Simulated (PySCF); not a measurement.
**Atomic charges by several schemes**

Species: C7H11NO.
Z-matrix (Å and degrees, GFN2-xTB geometry), rows numbered from 1:
```
N 
C   1  1.4550
C   2  1.5312  1  110.04
C   3  1.5284  2  110.96  1   -58.59
C   4  1.4888  3  111.21  2  -173.98
C   5  1.3328  4  123.19  3    21.45
C   6  1.4677  5  122.71  4     2.32
O   7  1.2115  6  122.63  5  -176.63
C   7  1.5160  6  114.95  5     5.28
H   1  1.0138  2  110.42  3   176.35
H   1  1.0152  2  110.09  3   -64.91
H   2  1.1037  1  113.24  3   122.09
H   2  1.0942  1  107.49  3  -119.02
H   3  1.0968  2  108.34  1    60.21
H   4  1.0905  3  109.91  2    63.05
H   4  1.0958  3  109.39  2   -53.83
H   5  1.0823  4  116.62  3  -158.81
H   6  1.0807  5  121.60  4  -178.45
H   9  1.0915  3  111.65  2   -55.87
H   9  1.0948  3  109.44  2    63.47
```

Density: PBE0/pcSseg-1 (PySCF); schemes: Mulliken, IAO, Hirshfeld and ESP-fitted. Geometry: GFN2-xTB, one conformer, isolated molecule.

Problem. Give the atomic charges in each scheme.

Solution. In e:

```json
{"atom": "N1", "environment": "primary amine nitrogen", "Mulliken": "-0.451", "IAO": "-0.580", "Hirshfeld": "-0.229", "ESP-fitted": "-0.947"}
{"atom": "C2", "environment": "sp3 carbon bound to nitrogen", "Mulliken": "+0.024", "IAO": "-0.141", "Hirshfeld": "-0.024", "ESP-fitted": "+0.145"}
{"atom": "C3", "environment": "sp3 CH carbon", "Mulliken": "-0.426", "IAO": "-0.099", "Hirshfeld": "-0.023", "ESP-fitted": "+0.380"}
{"atom": "C4", "environment": "allylic carbon", "Mulliken": "-0.075", "IAO": "-0.272", "Hirshfeld": "-0.072", "ESP-fitted": "-0.316"}
{"atom": "C5", "environment": "alkene CH carbon", "Mulliken": "-0.102", "IAO": "-0.095", "Hirshfeld": "-0.006", "ESP-fitted": "+0.127"}
{"atom": "C6", "environment": "alkene CH carbon", "Mulliken": "-0.142", "IAO": "-0.226", "Hirshfeld": "-0.070", "ESP-fitted": "-0.674"}
{"atom": "C7", "environment": "ketone carbonyl carbon", "Mulliken": "+0.243", "IAO": "+0.372", "Hirshfeld": "+0.150", "ESP-fitted": "+0.995"}
{"atom": "O8", "environment": "ketone oxygen", "Mulliken": "-0.367", "IAO": "-0.424", "Hirshfeld": "-0.251", "ESP-fitted": "-0.577"}
{"atom": "C9", "environment": "sp3 carbon next to a carbonyl", "Mulliken": "-0.146", "IAO": "-0.317", "Hirshfeld": "-0.080", "ESP-fitted": "-0.876"}
{"atom": "H10", "environment": "N–H hydrogen", "Mulliken": "+0.172", "IAO": "+0.247", "Hirshfeld": "+0.113", "ESP-fitted": "+0.368"}
{"atom": "H11", "environment": "N–H hydrogen", "Mulliken": "+0.168", "IAO": "+0.239", "Hirshfeld": "+0.108", "ESP-fitted": "+0.344"}
{"atom": "H12", "environment": "methylene hydrogen", "Mulliken": "+0.109", "IAO": "+0.107", "Hirshfeld": "+0.028", "ESP-fitted": "-0.004"}
{"atom": "H13", "environment": "methylene hydrogen", "Mulliken": "+0.110", "IAO": "+0.132", "Hirshfeld": "+0.039", "ESP-fitted": "+0.063"}
{"atom": "H14", "environment": "methine hydrogen", "Mulliken": "+0.121", "IAO": "+0.126", "Hirshfeld": "+0.033", "ESP-fitted": "+0.014"}
{"atom": "H15", "environment": "methylene hydrogen", "Mulliken": "+0.148", "IAO": "+0.162", "Hirshfeld": "+0.042", "ESP-fitted": "+0.096"}
{"atom": "H16", "environment": "methylene hydrogen", "Mulliken": "+0.135", "IAO": "+0.148", "Hirshfeld": "+0.047", "ESP-fitted": "+0.124"}
{"atom": "H17", "environment": "vinylic hydrogen", "Mulliken": "+0.104", "IAO": "+0.155", "Hirshfeld": "+0.055", "ESP-fitted": "+0.106"}
{"atom": "H18", "environment": "vinylic hydrogen", "Mulliken": "+0.103", "IAO": "+0.163", "Hirshfeld": "+0.049", "ESP-fitted": "+0.221"}
{"atom": "H19", "environment": "methylene hydrogen", "Mulliken": "+0.134", "IAO": "+0.153", "Hirshfeld": "+0.045", "ESP-fitted": "+0.198"}
{"atom": "H20", "environment": "methylene hydrogen", "Mulliken": "+0.140", "IAO": "+0.150", "Hirshfeld": "+0.048", "ESP-fitted": "+0.213"}
```

Mean size of the charges over all atoms: ESP-fitted 0.339 e, IAO 0.215 e, Mulliken 0.171 e, Hirshfeld 0.076 e. Each set sums to the total charge, 0, to within 0.001 e. The Mulliken scheme gives each basis function's population to the atom it is centred on and halves the overlap population of two atoms between them.

Lowest charge. The schemes don't all agree: Mulliken N1 (-0.451); IAO N1 (-0.580); Hirshfeld O8 (-0.251); ESP-fitted N1 (-0.947).

Highest charge. All schemes agree: Mulliken C7 (+0.243); IAO C7 (+0.372); Hirshfeld C7 (+0.150); ESP-fitted C7 (+0.995).

Problem. How closely do the schemes follow one another over all atoms?

Solution. Correlation coefficient and root-mean-square difference: IAO with Hirshfeld 0.96, 0.155 e; Mulliken with IAO 0.89, 0.115 e; Mulliken with Hirshfeld 0.87, 0.127 e; IAO with ESP-fitted 0.86, 0.273 e; Hirshfeld with ESP-fitted 0.85, 0.375 e; Mulliken with ESP-fitted 0.65, 0.359 e.

Problem. How many electrons does the IAO scheme count on O8?

Solution. Z − q = 8 − (-0.424) = 8.424.
